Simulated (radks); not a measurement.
Species: Lu22+. Configuration: [Kr] 4d10 4f3. Method: scalar-relativistic Kohn-Sham, SCAN, spin-polarised, spherical densities, finite nucleus; open shells are filled with parallel spins first (spin-orbit coupling, left out, can overturn this in heavy ions); meta-GGA in the generalised Kohn-Sham scheme; Fermi nuclear charge, rms radius 5.37 fm; computed with a radial shooting solver on a logarithmic mesh with Libxc functionals. Some entries of the table are withheld. Estimate them.

orbital,occ.,eigenvalue (eV),<r^2> (bohr^2),r(max) (bohr)
1s down,1,-63955.34,0.0005123,0.01213
1s up,1,-63955.32,0.0005123,0.01213
2s up,1,-11449.82,0.007918,0.06925
2s down,1,-11449.66,0.007917,0.06925
2p up,3,-10146.58,0.006499,0.05662
2p down,3,-10146.47,0.006498,0.05661
3s up,1,-3113.781,0.05142,0.1954
3s down,1,-3110.442,0.05133,0.1954
3p up,3,-2719.907,0.05200,0.1929
3p down,3,-2716.445,0.05190,0.1928
3d up,5,-2246.851,0.04331,0.1577
3d down,5,-2244.064,0.04319,0.1576
4s up,1,-1108.459,0.2375,0.4383
4s down,1,-1102.594,0.2381,0.4383
4p up,3,-971.9811,0.2608,0.4553
4p down,3,-966.2834,0.2616,0.4554
4d up,5,-794.6852,(1),0.4601
4d down,5,-788.8496,(2),0.4605
4f up,3,-600.6307,0.2814,0.4100

Answer. 
(1) 4d up <r^2> (bohr^2): 0.2815
(2) 4d down <r^2> (bohr^2): 0.2827
